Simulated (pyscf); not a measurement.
A first-order saddle from PySCF, ωB97X-D3(BJ)/def2-SVP:

```
C
C 1 1.3621
H 2 1.0909 1 119.74
H 1 1.0915 2 122.74 3 0.93
H 2 1.0918 3 119.40 1 178.72
Cl 1 1.7070 4 114.66 2 -174.41
F 1 2.0448 4 96.92 2 73.51
```
Charge 0, spin multiplicity 2.

Surface: doublet, charge 0. Lowest wavenumbers (cm⁻¹): 320i, 170, 365, 399, 626.

### Question
What reaction is this the transition state of?

### Answer
`[CH2][CH]([F])[Cl]` [doublet] <-> `[F][CH2][CH][Cl]` [doublet], a group migration read from left to right: C–F broken and C–F formed. At CCSD(T)/def2-TZVPP + ΔMP2(QZVPP) it lies +35.0 kcal/mol from the left side and +35.8 kcal/mol from the right (each side as separated species at their lowest minima found). •H₂C–CH(F)–Cl lies 6.0 kcal/mol over its isomer H₃C–C•(F)–Cl (electronic energy, ωB97M-D3(BJ)). F–CH₂–CH•–Cl lies 5.0 kcal/mol over its isomer H₃C–C•(F)–Cl (electronic energy, ωB97M-D3(BJ)). One saddle was located; it need not be the lowest between these sides. The CCSD(T) − MP2 part came from Ansatz, without density fitting, on the same reference.
